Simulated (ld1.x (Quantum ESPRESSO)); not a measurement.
Which change was made? (Nb, TM)

Nb (Z = 41), norm-conserving Troullier–Martins (Kleinman–Bylander form), made with ld1.x (Quantum ESPRESSO) 7.5 (PBE, fully relativistic). Core [Kr], reference 4d4 5s1 5p0. Waves: 5p (bound, empty): rc 1.35 bohr; 4d (bound): rc 2.55 bohr; 5s (bound): rc 2.55 bohr. Local part: the s channel. Core correction: none.

Open shells are filled in proportion to 2j + 1 (rel_dist='average').

Cutoffs, loose and tight: the cutoffs (Ry, on a coarse ladder) from which the occupation-weighted sum of valence levels, in a spherical-Bessel basis at the reference potential, stays within 10 and 1 mRy of its value at 400 Ry. They do not see the model core or the augmentation charge, which bear on the density cutoff. Test errors are all-electron minus pseudo excitation energies from the reference, over the configurations 4d4 5s0 5p0; 4d3 5s0 5p0; 4d2 5s0 5p0; 4d3 5s1 5p0; 4d4 5s0 5p1; 4d4 5s0.5 5p0; 4d1 5s0 5p0; variants that change the core or the reference have their own tests. The largest error is taken over the tests solved by every variant that gives reliable tests at all, those not shown here included: 4d1 5s0 5p0; 4d2 5s0 5p0; 4d3 5s0 5p0; 4d3 5s1 5p0; 4d4 5s0 5p0; 4d4 5s0.5 5p0.

The base gives: outcome: generated; cutoff, loose: 30 Ry; cutoff, tight: 35 Ry; bound ghosts: p3/2, p1/2; largest test error (meV): +214.

After one change the result is: outcome: generated; cutoff, loose: 21 Ry; cutoff, tight: 25 Ry; bound ghosts: p1/2, p3/2; largest test error (meV): +894. Which change was it?
A. all radii scaled by about 1.30 (s 3.30, p 1.76, d 3.30 bohr)
B. all radii scaled by about 0.84 (s 2.14, p 1.14, d 2.14 bohr)
C. all radii scaled by about 1.15 (s 2.94, p 1.56, d 2.94 bohr)

A. The others give: all radii scaled by about 1.15 (s 2.94, p 1.56, d 2.94 bohr) → outcome: generated; cutoff, loose: 21 Ry; cutoff, tight: 30 Ry; bound ghosts: p3/2, p1/2; largest test error (meV): +540 | all radii scaled by about 0.84 (s 2.14, p 1.14, d 2.14 bohr) → outcome: generated; cutoff, loose: 35 Ry; cutoff, tight: 40 Ry; bound ghosts: p3/2, p1/2; largest test error (meV): -56.
